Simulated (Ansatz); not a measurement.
Mulliken charges of CH6OSn, SMILES `C[O][SnH3]` from r2SCAN/def2-TZVPP in Ansatz (PBE0-D4/def2-TZVP geometry).

| atom | x (Å) | y (Å) | z (Å) | charge (e) |
| --- | --- | --- | --- | --- |
| C1 | -0.533 | 0.918 | -0.990 | 0.017 |
| O2 | -0.721 | -0.365 | -0.455 | -0.558 |
| Sn3 | 0.488 | -0.994 | 0.965 | 0.761 |
| H4 | -1.294 | 1.085 | -1.759 | 0.051 |
| H5 | 0.451 | 1.038 | -1.465 | 0.046 |
| H6 | -0.642 | 1.711 | -0.236 | 0.046 |
| H7 | 2.075 | -0.974 | 0.330 | -0.126 |
| H8 | -0.077 | -2.556 | 1.316 | -0.113 |
| H9 | 0.342 | 0.091 | 2.278 | -0.126 |

**Question.** By hand: the dipole of these point charges (1 e Å = 4.8032 D).

**Answer.** Σ q r = (0.394, 0.045, 0.326) e Å, of length 0.513 e Å = 2.46 D.

**Question.** How does the dipole of the full density compare? (Best estimate.)

**Answer.** Ansatz gave: (0.218, 0.063, 0.160) e Å, 1.33 D; the point charges give 1.85 times that, at 9° from its direction.

Point charges leave out the atoms' own dipoles, such as those of lone pairs, and Mulliken's split depends on the basis, so the two needn't agree.
